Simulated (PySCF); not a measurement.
Molecule: SMILES CCCC[Si](Cl)(F)F. Atoms near the plane z = 0.0 Å, at the GFN2-xTB optimised geometry (x, y, z in Å): C1 (-2.7, 1.2, 0.2), C2 (-1.1, 1.1, 0.1), C3 (-0.7, -0.4, 0.1), C4 (0.9, -0.5, 0.0), Si5 (1.5, -2.2, 0.0), F6 (3.1, -2.2, 0.0), H9 (-3.0, 2.2, 0.3), H11 (-3.1, 0.7, -0.6), H12 (-0.7, 1.6, 1.0), H13 (-0.8, 1.6, -0.8), H14 (-1.0, -0.9, 1.0), H15 (-1.1, -0.9, -0.7), H16 (1.2, 0.1, -0.9), H17 (1.3, 0.1, 0.8).

Level of theory: B3LYP/def2-SVP in PySCF 2.14.0. Cells within 0.4 Å of a nucleus heavier than hydrogen are left out (blank, or x). The values are rescaled to run from 0 to 1.

```
|5555555555555555555555555555555|
|5555555555555555555555555555555|
|5555555555555555555555555555555|
|5555555555555555555555555555555|
|5555555555555555555555555555555|
|5555555555555555555555555555555|
|5555554455555555555555555555555|
|5555544445555555555555555555555|
|5555443344555555555555555555555|
|5555443235566555555555555555555|
|5555443235677655555555555555555|
|55554432x6788555555555555555555|
|5555544xx87xx234555555555555555|
|555555567764x034566655555555555|
|5555555666530035677655555555555|
|5555555555431x36898655555555555|
|5555555555543xx78xx444555555555|
|5555555555556x875xx134455555555|
|5555555555556775410024455555555|
|5555555555556665321124566555555|
|5555555555555555432x44686555555|
|5555555555555555444xx56xx445555|
|5555555555555555555x5554x345555|
|5555555555555555555555544445555|
|5555555555555555555555544455555|
|5555555555555555555555555555555|
|5555555555555555555555555555555|
|5555555555555555555555555555555|
|5555555555555555555555555555555|
|5555555555555555555555555555555|
|5555555555555555555555555555555|
```
Scale: ten equal steps from 0.000 (start of '0') to 1.00 (end of '9'), in the order '0123456789'; x runs from -5.50 to 5.50, y from -5.50 (bottom) to 5.50 (top).

Question: Which quantity is mapped?
A. an orbital amplitude
B. deformation density (molecule minus spherical neutral atoms)
C. Laplacian of the electron density
D. log10 of the electron density

Answer: A, an orbital amplitude. In full: HOMO amplitude (bohr^(-3/2)).
